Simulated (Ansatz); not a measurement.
Cost and result for the atomization energy of C4H3F7, SMILES `FCC(F)(C(F)F)C(F)(F)F` (14 atoms, 13 bonds).

```xyz
14

F    -0.691   -2.025    1.013
C    -1.083   -0.791    0.554
C     0.014   -0.209   -0.319
F     0.099   -0.931   -1.483
C     1.382   -0.343    0.367
F     2.331    0.322   -0.314
F     1.326    0.164    1.617
C    -0.345    1.236   -0.717
F    -0.254    2.051    0.333
F     0.436    1.692   -1.681
F    -1.608    1.282   -1.160
H    -1.272   -0.139    1.410
H    -1.991   -0.910   -0.039
H     1.656   -1.399    0.419
```

The species carries charge 0 and has multiplicity 1. The geometry is a stationary point of PBE0-D4/def2-TZVP. It is one conformer, not always the lowest. Program: Ansatz. All runs use 4 threads of an AMD EPYC 7R13 on a shared host and a share of an NVIDIA H100 80 GB. Times are those of one run each, without the atoms' runs, and a repeat can differ threefold. Electronic energies, without spin–orbit coupling; frozen cores. CCSD(T)/CBS adds CCSD(T) − MP2 in def2-TZVPP to the MP2 limit, and its time is that of the two runs behind it. T1 = 0.012. B3LYP takes the VWN-RPA correlation (the form of Gaussian; ORCA's B3LYP/G).

CCSD(T)/CBS is a level of theory with its own doubt, some kJ/mol a heavy atom from the limit and from the frozen cores, so smaller differences don't rank the functionals.

```json
{"level": "BLYP-D4/def2-TZVPP", "functions": "383", "wall time": "2.3 s", "atomization (kcal/mol)": "1382.0", "difference from CCSD(T)/CBS": "5.8", "per bond": "0.4"}
{"level": "PBE-D4/def2-TZVPP (with forces)", "functions": "383", "wall time": "2.4 s", "atomization (kcal/mol)": "1442.3", "difference from CCSD(T)/CBS": "66.1", "per bond": "5.1"}
{"level": "revPBE-D4/def2-TZVPP", "functions": "383", "wall time": "2.5 s", "atomization (kcal/mol)": "1385.4", "difference from CCSD(T)/CBS": "9.2", "per bond": "0.7"}
{"level": "PBE-QIDH/def2-TZVPP", "functions": "383", "wall time": "3.2 s", "atomization (kcal/mol)": "1371.4", "difference from CCSD(T)/CBS": "-4.8", "per bond": "-0.4"}
{"level": "ωB97X-V/def2-TZVPP", "functions": "383", "wall time": "3.4 s", "atomization (kcal/mol)": "1385.4", "difference from CCSD(T)/CBS": "9.2", "per bond": "0.7"}
{"level": "B2PLYP/def2-TZVPP", "functions": "383", "wall time": "3.7 s", "atomization (kcal/mol)": "1358.8", "difference from CCSD(T)/CBS": "-17.4", "per bond": "-1.3"}
{"level": "CCSD(T)/def2-SVP", "functions": "169", "wall time": "4 s", "atomization (kcal/mol)": "1316.8", "difference from CCSD(T)/CBS": "-59.4", "per bond": "-4.6"}
{"level": "MP2/def2-QZVPP", "functions": "717", "wall time": "4.1 s", "atomization (kcal/mol)": "1420.9", "difference from CCSD(T)/CBS": "44.7", "per bond": "3.4"}
{"level": "r2SCAN-D4/def2-TZVPP (with forces)", "functions": "383", "wall time": "4.2 s", "atomization (kcal/mol)": "1389.4", "difference from CCSD(T)/CBS": "13.2", "per bond": "1.0"}
{"level": "B97M-V/def2-TZVPP", "functions": "383", "wall time": "5.5 s", "atomization (kcal/mol)": "1377.6", "difference from CCSD(T)/CBS": "1.4", "per bond": "0.1"}
{"level": "B3LYP-D4/def2-TZVPP (with forces)", "functions": "383", "wall time": "5.5 s", "atomization (kcal/mol)": "1366.8", "difference from CCSD(T)/CBS": "-9.4", "per bond": "-0.7"}
{"level": "CCSD(T)/def2-TZVPP", "functions": "383", "wall time": "36 s", "atomization (kcal/mol)": "1338.6", "difference from CCSD(T)/CBS": "-37.6", "per bond": "-2.9"}
{"level": "CCSD(T)/CBS(def2)", "functions": "–", "wall time": "40 s", "atomization (kcal/mol)": "1376.2", "difference from CCSD(T)/CBS": "0.0", "per bond": "0.0"}
```

From r2SCAN to r2SCAN0 (25 % exact exchange), in def2-TZVPP and without D4, the atomization energy moves by −43.9 kcal/mol: exact exchange takes away binding that semilocal exchange gives to molecules. In def2-TZVPP, CCSD(T) changes the Hartree–Fock value by +395.1 kcal/mol (the triples alone add +29.9 kcal/mol) and MP2 by +455.4 kcal/mol; breaking electron pairs costs correlation energy, which Hartree–Fock lacks. The D4 term adds +12.5 kcal/mol with B3LYP and +6.7 kcal/mol with PBE0; it sums over pairs of atoms, weighted by their polarisabilities, and B3LYP, whose exchange is more repulsive, gets the larger term.
